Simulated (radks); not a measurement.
Ni I, 28 electrons, occupied as [Ar] 3d7.5 4s2 4p0.5 (fractional occupations, a model configuration). Calculated with a radial shooting solver on a logarithmic mesh with Libxc functionals: scalar-relativistic Kohn-Sham, revPBE, spin-polarised, spherical densities, finite nucleus; open shells are filled with parallel spins first; Fermi nuclear charge, rms radius 3.7757 fm. Some entries of the table are withheld. Estimate them.

orbital,occ.,eigenvalue (Ry),r(max) (bohr)
1s up,1,-603.9151,0.03539
1s down,1,-603.9147,0.03539
2s up,1,-72.53092,0.2046
2s down,1,-72.42596,0.2045
2p up,3,-62.42138,0.1649
2p down,3,-62.34261,0.1648
3s up,1,-8.55490,0.6385
3s down,1,-8.34076,0.6392
3p up,3,-5.62738,0.6457
3p down,3,-5.41681,0.6468
3d up,5,-0.99443,0.6240
3d down,2.5,-0.79912,0.6292
4s up,1,-0.52785,(1)
4s down,1,-0.46902,(2)
4p up,0.5,-0.15625,2.881
4p down,0,-0.11843,2.978

Answer. 
(1) 4s up r(max) (bohr): 2.147
(2) 4s down r(max) (bohr): 2.194
